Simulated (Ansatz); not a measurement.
Mulliken charges of `C[O][SnH][C]#N` radical from ωB97M-V/def2-TZVPP in Ansatz (PBE0-D4/def2-TZVP geometry).

```csv
atom,x (Å),y (Å),z (Å),charge (e)
C1,0.463,-1.652,-0.351,-0.174
O2,0.290,-0.279,-0.600,-0.495
Sn3,0.202,1.034,0.855,0.755
C4,-0.513,2.721,-0.217,-0.333
N5,-0.824,3.703,-0.736,-0.039
H6,-0.128,-2.012,0.502,0.104
H7,1.516,-1.903,-0.174,0.117
H8,0.133,-2.197,-1.240,0.124
H9,-1.051,0.540,1.944,-0.060
```

Problem. By hand: the dipole of these point charges (1 e Å = 4.8032 D).

Solution. Σ q r = (0.375, -0.581, 0.866) e Å, of length 1.108 e Å = 5.32 D.

Problem. How does the dipole of the full density compare? (Best estimate.)

Solution. The calculation gave: (0.340, -0.783, 0.667) e Å, 5.20 D; the point charges give 1.02 times that, at 15° from its direction.

Point charges leave out the atoms' own dipoles, such as those of lone pairs, and Mulliken's split depends on the basis, so the close match here is no proof of good charges.
